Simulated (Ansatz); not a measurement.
`[F][W]([F])(=[S])([Cl])[Cl]` and `[O]=[W]([F])([F])([Cl])[Cl]` differ in one element.

Ansatz, PBE0-D4/def2-TZVP geometries, multiplicity 1. 

Elements past krypton have def2 core potentials.

```csv
property,`[F][W]([F])(=[S])([Cl])[Cl]`
"ideal-gas entropy at 298 K and 1 bar (rigid rotor, harmonic PBE0-D4/def2-TZVP) / J/(mol·K)",385
HOMO energy (B3LYP/def2-TZVPP) / eV,-8.79
zero-point energy (PBE0-D4/def2-TZVP) / kJ/mol,24.4
HOMO–LUMO gap (PBE/def2-TZVPP) / eV,2.90
HOMO–LUMO gap (PBE0/def2-TZVPP) / eV,4.86
HOMO energy (ωB97M-V/def2-TZVPP) / eV,-11.12
```

Task: What does the change do to each property? (Best estimate.)

Result: The calculation gave: 
| property | `[O]=[W]([F])([F])([Cl])[Cl]` | shift |
| --- | --- | --- |
| ideal-gas entropy at 298 K and 1 bar (rigid rotor, harmonic PBE0-D4/def2-TZVP) / J/(mol·K) | 377 | -8 |
| HOMO energy (B3LYP/def2-TZVPP) / eV | -9.34 | -0.55 |
| zero-point energy (PBE0-D4/def2-TZVP) / kJ/mol | 28.5 | 4.1 |
| HOMO–LUMO gap (PBE/def2-TZVPP) / eV | 3.06 | 0.16 |
| HOMO–LUMO gap (PBE0/def2-TZVPP) / eV | 5.09 | 0.23 |
| HOMO energy (ωB97M-V/def2-TZVPP) / eV | -11.79 | -0.67 |

With PBE0 the HOMO falls by 0.56 eV and the LUMO falls by 0.32 eV, so the gap widens by about 0.24 eV. PBE moves the HOMO by -0.42 eV and ωB97M-V by -0.67 eV.

B3LYP here is the variant with VWN-RPA as its local correlation; programs differ in this.
